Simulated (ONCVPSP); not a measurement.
## An all-electron radial function and its pseudo partner (Li)

Columns: radius, all-electron u(r) and pseudo u(r) of the 1s shell (level -55.76 eV) of lithium in the configuration 1s2 2s0.5; PBE, scalar-relativistic, ONCV scheme, ONCVPSP 4.0.1.

```tsv
r (bohr)	all-electron	pseudo
0.055	0.4338	0.2792
0.110	0.7369	0.5419
0.165	0.9406	0.7733
0.220	1.0692	0.9620
0.275	1.1422	1.1015
0.330	1.1742	1.1902
0.385	1.1761	1.2314
0.440	1.1564	1.2318
0.495	1.1213	1.2002
0.550	1.0756	1.1460
0.605	1.0232	1.0785
0.660	0.9667	1.0050
0.715	0.9082	0.9315
0.770	0.8494	0.8613
0.825	0.7912	0.7963
0.880	0.7346	0.7362
0.935	0.6801	0.6804
0.990	0.6281	0.6282
1.045	0.5789	0.5789
1.100	0.5325	0.5325
1.155	0.4891	0.4890
1.210	0.4485	0.4485
1.265	0.4107	0.4107
1.320	0.3757	0.3757
1.375	0.3432	0.3432
1.430	0.3133	0.3132
```

Problem. How many radial nodes do the two functions have?

Solution. The all-electron 1s function has n − l − 1 = 0; the pseudo-wave has 0.

Problem. At about which radius was the pseudo-wave matched?

Solution. 1.10 bohr. The columns agree to 0.0005 from 0.94 bohr on; several derivatives are matched, so the curves merge somewhat inside the radius.

Problem. Where does each function peak?

Solution. Outermost all-electron maximum near 0.39 bohr, pseudo maximum near 0.44 bohr (to the table’s step).

Problem. Is the pseudo-wave norm-conserving?

Solution. Yes: the ONCV scheme keeps the norm inside the radius equal to the all-electron one, which fixes the energy derivative of the logarithmic derivative at the level.
